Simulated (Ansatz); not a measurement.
Consider the formal exchange of groups at the Si–H bond: `C[SiH2][SiH2]O` + `C=C1C=C1Cl` → `C[SiH](Cl)[SiH2]O` + `C=C1C=C1`.

Computed with Ansatz on PBE0-D4/def2-TZVP structures; ΔE is electronic, products minus reactants. CBS: MP2 limit from def2 TZ/QZ plus the TZ coupled-cluster correction, frozen cores. DFT in def2-TZVPP. B3LYP here is the variant with VWN-RPA as its local correlation; programs differ in this. One conformer a species, not always the lowest.

```tsv
level	ΔE (kJ/mol)	difference from CCSD(T)/CBS
PBE-D4	-147.5	19.4
r2SCAN-D4	-158.8	8.1
PBE0-D4	-157.5	9.4
B3LYP-D4	-159.2	7.7
ωB97X-V	-163.5	3.4
ωB97M-V	-167.6	-0.7
B2PLYP	-159.3	7.6
PBE	-145.2	21.7
r2SCAN	-158.3	8.6
PBE0	-155.5	11.4
B3LYP	-155.4	11.5
HF/def2-TZVPP	-176.7	-9.8
MP2/def2-TZVPP	-162.7	4.2
SCS-MP2/def2-TZVPP	-160.6	6.3
CCSD/def2-TZVPP	-163.3	3.6
CCSD(T)/def2-TZVPP	-159.6	7.3
HF/def2-QZVPP	-177.2	-10.3
MP2/def2-QZVPP	-167.1	-0.2
SCS-MP2/def2-QZVPP	-165.2	1.7
HF/CBS(def2)	-177.3	-10.4
MP2/CBS(def2)	-170.0	-3.1
CCSD/CBS(def2)	-170.6	-3.7
CCSD(T)/CBS	-166.9	0
```

Largest T1 diagnostic among the species: 0.013.

From PBE to PBE0 (25 % exact exchange), in def2-TZVPP and without D4, ΔE moves by −10.2 kJ/mol. In def2-TZVPP, CCSD(T) changes the Hartree–Fock value by +17.2 kJ/mol (the triples alone add +3.7 kJ/mol) and MP2 by +14.0 kJ/mol. The D4 term adds −3.9 kJ/mol with B3LYP and −2.1 kJ/mol with PBE0; it sums over pairs of atoms, weighted by their polarisabilities, and B3LYP, whose exchange is more repulsive, gets the larger term.
